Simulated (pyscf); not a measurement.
PySCF, gas phase, ωB97X-D3(BJ)/def2-SVP geometries.

Q: What is the homolytic dissociation enthalpy (298 K, ωB97M-D3(BJ)/def2-TZVP) of the As–Ga bond of HO–GaH–AsH–GaH₂ (SMILES [OH][GaH][AsH][GaH2]), to [HO–GaH]• + H₂Ga–AsH•?

A: As–Ga to [HO–GaH]• + H₂Ga–AsH•: 62.7 kcal/mol. The 7 functionals that were run give +61.4 (M06-2X) to +73.2 kcal/mol (ωB97X-D3(BJ)). The radicals are drawn with the spin at the cut bond; how far it spreads was not checked. Other isomers of [HO–GaH]•, H₂Ga–AsH• were not searched in full and may lie lower. Elements up to Kr have no core potential and no relativistic terms here.
